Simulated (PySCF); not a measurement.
Rubidium: a sound run and one with changed settings

Sound run: Rb [Kr] 5s1, Rb⁺ [Kr]. Computed with PySCF 2.14 in cc-pVDZ-X2C, with the spin-free X2C one-electron Hamiltonian (Gaussian nucleus). The sound run starts from symmetry-adapted Hartree-Fock orbitals and uses a fine grid where one is needed.

Changed run: 6 angular points. This setting is unsound on purpose.

```
species  method  sound run (hartree)  changed run (hartree)  converged
     Rb     UHF          -2979.14283            -2979.14283        yes
     Rb   B3LYP          -2981.04846            -2981.09499        yes
     Rb   M06-L          -2980.88017            -2981.02636        yes
    Rb⁺     UHF          -2979.00309            -2979.00309        yes
    Rb⁺   B3LYP          -2980.89009            -2980.93587        yes
    Rb⁺   M06-L          -2980.75067            -2980.89553        yes
```

Ionisation energy of Rb:

| method | sound run (eV) | changed run (eV) |
| --- | --- | --- |
| UHF | 3.803 | 3.803 |
| B3LYP | 4.310 | 4.330 |
| M06-L | 3.524 | 3.560 |

A coarse angular grid integrates products of high-l functions wrongly, so density functionals can shift, and the SCF can exploit the error; Hartree-Fock and MP2 need no grid.

For comparison, NIST gives 4.177 eV between the lowest levels.
